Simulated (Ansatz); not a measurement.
Born–Oppenheimer molecular dynamics of CH8BF2PSi2 (15 atoms, charge 0, multiplicity 1). It starts from a relaxed structure.

The calculation used RKS PBE/6-31G (Ansatz 0.2.0).

```
ensemble        : NVT, Nosé–Hoover chain
time step       : 0.5 fs
steps asked     : 250
set temperature : 200 K
thermostat      : time constant 300 fs, chain length 5
seed            : 441282
```

Frames 5 fs apart, positions in Å, forces in eV/Å.

Velocities at 55.0 fs (Å/ps):

```
C 1.14 -3.46 -0.90
Si 0.34 0.31 1.52
F -0.43 0.13 -2.49
B -1.52 4.95 -2.40
F 0.46 -0.85 1.07
P 1.17 -0.62 -0.69
Si -1.04 0.35 0.46
H 1.92 -6.85 -2.06
H -8.68 -2.85 -5.95
H -4.63 -6.66 -7.58
H 12.31 -8.16 15.39
H 0.65 -5.26 -2.02
H 8.75 10.03 23.61
H -24.96 19.54 11.02
H 0.38 2.43 -3.24
```

```xyz
15
Properties=species:S:1:pos:R:3:forces:R:3 time_fs=55.0 energy_less_start_eV=0.155 T=109
C -0.268 -2.387 -0.393 -0.28 0.22 -0.42
Si 1.170 -1.111 -0.617 -0.40 0.07 -0.51
F 2.251 -1.675 -1.869 -0.17 -0.03 0.47
B 0.580 0.744 -1.272 -0.29 0.26 0.00
F 0.386 0.942 -2.641 0.13 -0.17 0.40
P 0.360 2.343 -0.170 -0.45 0.03 -0.46
Si -0.873 1.743 1.749 0.05 0.15 -0.66
H -0.783 -2.257 0.570 0.04 0.22 0.17
H 0.165 -3.393 -0.377 0.14 -0.30 -0.08
H -1.047 -2.357 -1.191 0.46 0.07 0.19
H 1.868 -1.046 0.723 0.27 -0.02 0.01
H -0.628 3.066 -1.027 0.42 -0.29 0.48
H -2.143 0.992 1.331 0.23 0.12 0.30
H 0.121 0.858 2.476 -0.24 0.06 0.15
H -1.208 3.052 2.466 0.09 -0.39 -0.04
15
Properties=species:S:1:pos:R:3:forces:R:3 time_fs=60.0 energy_less_start_eV=0.166 T=103
C -0.265 -2.402 -0.402 0.38 -0.25 0.25
Si 1.171 -1.109 -0.611 0.09 -0.05 -0.10
F 2.247 -1.675 -1.879 -0.27 0.06 0.55
B 0.570 0.769 -1.281 0.02 -0.47 0.69
F 0.389 0.937 -2.634 0.01 0.00 -0.24
P 0.364 2.340 -0.175 0.09 -0.37 0.33
Si -0.878 1.747 1.748 0.48 0.79 -0.72
H -0.771 -2.266 0.575 0.08 0.09 -0.15
H 0.146 -3.438 -0.411 0.08 0.33 0.07
H -1.013 -2.374 -1.198 -0.16 0.24 -0.25
H 1.936 -1.088 0.760 -0.23 0.04 -0.67
H -0.593 3.021 -0.993 -0.31 0.33 -0.11
H -2.121 1.026 1.461 -0.72 -0.45 -0.19
H 0.013 0.926 2.574 0.48 -0.45 0.44
H -1.198 3.032 2.446 -0.02 0.17 0.10
15
Properties=species:S:1:pos:R:3:forces:R:3 time_fs=65.0 energy_less_start_eV=0.169 T=102
C -0.257 -2.420 -0.410 0.17 0.60 -0.39
Si 1.172 -1.108 -0.606 -0.20 -0.16 -0.97
F 2.240 -1.673 -1.881 -0.28 0.12 0.43
B 0.560 0.784 -1.276 0.15 -0.98 0.63
F 0.392 0.931 -2.630 -0.03 0.06 -0.32
P 0.369 2.334 -0.177 -0.15 -0.04 0.46
Si -0.879 1.756 1.742 0.06 -0.67 0.37
H -0.749 -2.252 0.560 -0.17 -0.04 0.03
H 0.152 -3.438 -0.432 0.17 -0.11 0.08
H -0.991 -2.340 -1.237 0.10 0.05 0.26
H 1.968 -1.120 0.671 0.14 0.12 0.22
H -0.610 3.038 -0.969 -0.15 0.23 -0.01
H -2.212 0.989 1.560 0.47 0.24 -0.15
H -0.018 0.921 2.741 -0.24 0.34 -0.63
H -1.192 3.042 2.445 -0.04 0.23 0.00
15
Properties=species:S:1:pos:R:3:forces:R:3 time_fs=70.0 energy_less_start_eV=0.203 T=82
C -0.244 -2.427 -0.422 0.35 0.68 0.11
Si 1.171 -1.108 -0.609 -0.10 -0.17 -0.84
F 2.230 -1.671 -1.878 -0.18 0.07 0.16
B 0.554 0.778 -1.259 0.03 -0.87 -0.10
F 0.395 0.927 -2.630 0.02 -0.02 0.16
P 0.372 2.328 -0.176 -0.79 0.52 0.21
Si -0.880 1.761 1.739 -0.37 0.07 0.69
H -0.755 -2.247 0.543 -0.03 -0.15 -0.08
H 0.189 -3.443 -0.436 -0.11 0.14 -0.01
H -0.964 -2.296 -1.242 -0.07 -0.20 -0.04
H 2.027 -1.126 0.620 0.11 0.15 0.41
H -0.654 3.101 -0.942 0.52 -0.33 0.37
H -2.222 0.991 1.617 0.48 0.28 -0.28
H -0.083 0.972 2.785 0.09 0.11 -0.46
H -1.191 3.096 2.438 0.06 -0.28 -0.32
15
Properties=species:S:1:pos:R:3:forces:R:3 time_fs=75.0 energy_less_start_eV=0.202 T=83
C -0.226 -2.420 -0.433 -0.02 0.53 0.12
Si 1.171 -1.109 -0.619 0.50 -0.02 0.40
F 2.218 -1.667 -1.873 0.05 -0.07 -0.18
B 0.547 0.754 -1.243 -0.11 -0.21 -0.57
F 0.398 0.922 -2.627 0.05 -0.14 0.51
P 0.370 2.325 -0.173 0.04 -0.38 0.85
Si -0.883 1.768 1.740 0.36 1.03 -0.27
H -0.772 -2.273 0.515 0.05 -0.03 0.06
H 0.209 -3.431 -0.442 -0.05 -0.02 -0.07
H -0.950 -2.293 -1.253 0.04 -0.22 -0.09
H 2.097 -1.098 0.645 -0.54 0.10 -0.39
H -0.606 3.112 -0.853 -0.27 0.24 -0.37
H -2.149 1.042 1.607 -0.76 -0.43 -0.41
H -0.113 1.037 2.742 0.76 -0.54 0.45
H -1.182 3.104 2.368 -0.07 0.13 -0.04
15
Properties=species:S:1:pos:R:3:forces:R:3 time_fs=80.0 energy_less_start_eV=0.114 T=136
C -0.207 -2.404 -0.442 -0.48 -0.16 -0.16
Si 1.173 -1.111 -0.626 0.00 0.22 0.27
F 2.206 -1.664 -1.871 0.33 -0.22 -0.46
B 0.539 0.726 -1.239 -0.19 0.45 -0.50
F 0.401 0.916 -2.618 0.01 -0.19 0.38
P 0.368 2.320 -0.164 -0.02 -0.44 0.49
Si -0.884 1.780 1.741 0.30 -0.37 0.14
H -0.779 -2.306 0.496 0.06 0.13 0.05
H 0.218 -3.421 -0.462 0.10 0.00 0.02
H -0.929 -2.336 -1.282 0.19 0.03 0.14
H 2.060 -1.046 0.605 -0.12 0.03 0.14
H -0.598 3.161 -0.830 -0.04 -0.02 -0.25
H -2.195 1.023 1.511 0.27 0.09 -0.03
H -0.009 1.011 2.756 -0.27 0.22 -0.43
H -1.189 3.137 2.287 -0.14 0.21 0.21
15
Properties=species:S:1:pos:R:3:forces:R:3 time_fs=85.0 energy_less_start_eV=0.183 T=95
C -0.196 -2.390 -0.452 -0.09 -0.82 0.19
Si 1.176 -1.110 -0.631 -0.47 0.45 -0.02
F 2.198 -1.664 -1.874 0.51 -0.30 -0.51
B 0.527 0.706 -1.244 -0.10 0.74 0.11
F 0.405 0.907 -2.606 -0.08 -0.09 -0.22
P 0.365 2.312 -0.151 -0.35 -0.02 -0.24
Si -0.882 1.792 1.742 -0.23 0.04 -0.09
H -0.771 -2.311 0.488 0.04 0.14 -0.06
H 0.249 -3.408 -0.477 0.06 0.17 0.15
H -0.884 -2.372 -1.301 -0.26 0.23 -0.20
H 1.997 -0.987 0.600 0.30 -0.04 0.56
H -0.598 3.203 -0.863 0.46 -0.54 0.19
H -2.198 1.016 1.405 0.64 0.29 0.30
H 0.053 1.020 2.695 -0.44 0.23 -0.25
H -1.224 3.201 2.249 0.02 -0.48 0.10
15
Properties=species:S:1:pos:R:3:forces:R:3 time_fs=90.0 energy_less_start_eV=0.202 T=84
C -0.188 -2.391 -0.461 -0.37 -0.27 -0.39
Si 1.175 -1.106 -0.635 0.06 0.70 0.81
F 2.196 -1.668 -1.883 0.49 -0.24 -0.29
B 0.512 0.702 -1.248 0.14 0.66 0.77
F 0.407 0.897 -2.595 -0.18 0.07 -0.79
P 0.361 2.303 -0.140 0.51 -0.72 0.00
Si -0.882 1.804 1.741 0.13 1.01 -0.82
H -0.758 -2.284 0.473 -0.12 0.05 0.04
H 0.295 -3.375 -0.461 -0.02 -0.30 0.07
H -0.875 -2.361 -1.339 0.20 0.04 0.40
H 1.982 -0.941 0.690 -0.20 -0.21 -0.49
H -0.518 3.147 -0.873 -0.36 0.28 -0.34
H -2.087 1.057 1.356 -0.67 -0.48 0.04
H 0.036 1.063 2.595 0.42 -0.50 0.73
H -1.259 3.175 2.240 -0.03 -0.08 0.26
15
Properties=species:S:1:pos:R:3:forces:R:3 time_fs=95.0 energy_less_start_eV=0.143 T=120
C -0.185 -2.398 -0.473 0.38 -0.27 0.71
Si 1.175 -1.096 -0.633 0.00 0.36 0.24
F 2.200 -1.674 -1.896 0.25 -0.02 0.09
B 0.501 0.713 -1.236 0.31 0.25 0.45
F 0.408 0.888 -2.594 -0.21 0.17 -0.51
P 0.360 2.289 -0.129 0.28 -0.04 -0.52
Si -0.881 1.822 1.735 0.24 -0.57 -0.20
H -0.765 -2.246 0.459 0.03 -0.10 -0.12
H 0.326 -3.385 -0.428 -0.41 0.15 -0.05
H -0.853 -2.341 -1.327 -0.32 -0.19 -0.41
H 1.936 -0.942 0.692 0.06 -0.18 -0.25
H -0.495 3.130 -0.942 -0.07 0.04 0.07
H -2.086 1.012 1.328 -0.11 -0.09 0.23
H 0.075 1.027 2.623 -0.34 0.18 -0.04
H -1.303 3.131 2.293 -0.08 0.30 0.31
15
Properties=species:S:1:pos:R:3:forces:R:3 time_fs=100.0 energy_less_start_eV=0.205 T=84
C -0.179 -2.409 -0.476 -0.56 0.51 -0.36
Si 1.174 -1.083 -0.630 -0.22 -0.34 -0.89
F 2.208 -1.681 -1.907 -0.04 0.24 0.44
B 0.496 0.728 -1.215 0.34 -0.25 -0.48
F 0.406 0.881 -2.599 -0.17 0.20 0.27
P 0.361 2.275 -0.121 -0.10 0.87 -0.92
Si -0.878 1.837 1.728 -0.75 -0.78 0.58
H -0.774 -2.227 0.429 -0.15 -0.05 0.15
H 0.284 -3.393 -0.404 0.06 -0.38 -0.05
H -0.866 -2.362 -1.359 0.37 -0.18 0.39
H 1.911 -0.983 0.650 0.53 -0.04 0.54
H -0.493 3.126 -0.997 0.30 -0.28 0.54
H -2.117 0.946 1.350 0.58 0.49 0.34
H 0.054 1.018 2.658 -0.41 0.36 -0.31
H -1.356 3.132 2.405 0.22 -0.36 -0.24
15
Properties=species:S:1:pos:R:3:forces:R:3 time_fs=105.0 energy_less_start_eV=0.224 T=73
C -0.180 -2.413 -0.482 0.01 -0.35 0.75
Si 1.172 -1.073 -0.632 0.60 -0.92 -0.07
F 2.215 -1.685 -1.914 -0.24 0.39 0.55
B 0.498 0.739 -1.204 0.32 -0.50 -0.91
F 0.401 0.876 -2.601 -0.13 0.21 0.62
P 0.361 2.267 -0.121 0.52 0.37 -0.01
Si -0.881 1.847 1.724 -0.53 0.14 0.33
H -0.804 -2.222 0.418 0.09 -0.06 -0.16
H 0.238 -3.445 -0.391 0.05 0.52 0.04
H -0.832 -2.421 -1.349 -0.34 0.10 -0.50
H 1.982 -1.036 0.690 -0.16 0.03 -0.41
H -0.443 3.080 -0.953 -0.44 0.55 -0.26
H -2.047 0.970 1.441 -0.48 -0.19 -0.16
H -0.040 1.074 2.644 0.60 -0.38 0.46
H -1.365 3.072 2.472 0.14 0.08 -0.28
15
Properties=species:S:1:pos:R:3:forces:R:3 time_fs=110.0 energy_less_start_eV=0.212 T=80
C -0.185 -2.420 -0.479 -0.66 0.41 -0.64
Si 1.175 -1.071 -0.636 0.64 -1.21 0.00
F 2.219 -1.684 -1.913 -0.27 0.37 0.44
B 0.508 0.739 -1.212 0.18 -0.44 -0.59
F 0.395 0.874 -2.595 -0.12 0.22 0.28
P 0.365 2.262 -0.121 0.02 0.86 -0.29
Si -0.889 1.855 1.724 0.14 -0.96 0.72
H -0.829 -2.227 0.389 -0.17 0.09 0.15
H 0.220 -3.425 -0.368 0.47 -0.31 0.12
H -0.832 -2.457 -1.396 0.34 0.20 0.47
H 2.029 -1.081 0.659 -0.27 0.13 -0.35
H -0.467 3.130 -0.938 0.03 0.02 0.11
H -2.066 0.965 1.504 -0.37 -0.13 -0.24
H -0.030 1.071 2.702 0.12 0.06 -0.17
H -1.345 3.038 2.481 -0.07 0.69 -0.01
```

Of the whole run (125 fs, mean temperature of the second half 96 K): The conserved energy stayed within 0.074 meV per atom of its start (net change 0.041 meV per atom), so the integration is sound. The mean temperature of the second half is 52 % below the set value. A run of 0.12 ps of so small a system gives no equilibrium averages. Limits of this set-up: no polarisation functions.

The run took 19 min on 2 threads of Arm Neoverse N1 (shared host), peak memory 0.15 GiB.
